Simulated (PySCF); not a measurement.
# Working with the constants of ErC

ROHF constants of ErC, septet, about 11.0 electrons in the 4f shell (Mulliken), real f orbitals that mix terms (basis Er x2c-TZVPall, C x2c-TZVPall; spin-free X2C with a Gaussian nucleus; PySCF 2.14; masses 165.9303 and 12.0000 u):

| Quantity | Value |
| --- | --- |
| ωe | 523.0 cm⁻¹ |
| ωexe | 2.41 cm⁻¹ |
| Be | 0.28923 cm⁻¹ |
| αe | 0.00181 cm⁻¹ |
| D (centrifugal) | 3.54e-07 cm⁻¹ |

Task: Give the vibrational terms G(v) and spacings up to v = 6.

Result: G(v) = ωe(v+½) − ωexe(v+½)².

```
v  G(v) (cm⁻¹)  G(v) − G(v−1)  Bv (cm⁻¹)
0        260.9                    0.2883
1        779.1          518.2     0.2865
2       1292.4          513.4     0.2847
3       1801.0          508.5     0.2829
4       2304.7          503.7     0.2811
5       2803.6          498.9     0.2793
6       3297.7          494.1     0.2775
```

A state of this spin cannot dissociate to the ground-state fragments, so its own limit lies higher than the one that De refers to.

Spin–orbit coupling is left out, which matters for elements this heavy, above all for dissociation energies. Hartree–Fock leaves out correlation, which carries a large part of most bond energies and some tenths to 1 eV of ionisation energies. With d or f electrons several states lie close, and the lowest PBE0 determinant need not be the measured ground state.
